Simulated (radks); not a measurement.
Results of a calculation; reference values are marked as such.
Excited configurations of S3+: one electron is placed in a higher orbital outside [Ne] 3s2. The ground configuration is [Ne] 3s2 3p1. Level of theory: non-relativistic Kohn-Sham, PBE, spin-polarised, spherical densities, point nucleus; open shells are filled with parallel spins first (a radial shooting solver on a logarithmic mesh with Libxc functionals). Excitation = E - E(ground); binding = E(ion) - E, where the ion is the core of charge +4; n* = 4/sqrt(2 binding) in atomic units, and the quantum defect is n - n*.

\begin{tabular}{lrrrrr}
outer orbital & excitation (eV) & binding (eV) & quantum defect & eigenvalue (eV) & <r> (bohr) \\ \hline
3d & 16.334 & 30.873 & 0.345 & -25.523 & 1.962 \\
4p & 25.712 & 21.495 & 0.818 & -19.141 & 3.691 \\
4d & 30.670 & 16.537 & 0.372 & -14.496 & 4.331 \\
5s & 32.926 & 14.281 & 1.096 & -12.787 & 5.893 \\
5p & 34.511 & 12.696 & 0.859 & -11.316 & 6.402 \\
5f & 37.752 & 9.455 & 0.202 & -8.244 & 7.339 \\
6p & 38.810 & 8.397 & 0.908 & -7.558 & 9.797 \\
6d & 40.041 & 7.166 & 0.488 & -6.417 & 11.02 \\
7s & 40.755 & 6.452 & 1.191 & -5.853 & 13.05 \\
7p & 41.242 & 5.965 & 0.959 & -5.403 & 13.91 \\
7d & 41.979 & 5.228 & 0.547 & -4.721 & 15.42 \\
\end{tabular}

The Delta-SCF ionisation energy is 47.207 eV (NIST Atomic Spectra Database: 47.22 eV, semi-empirical). Self-interaction in the functional shifts the binding energies and quantum defects, so they are the method's values and not measured ones. Open shells are spherical and high-spin; term and fine-structure splittings are not resolved.
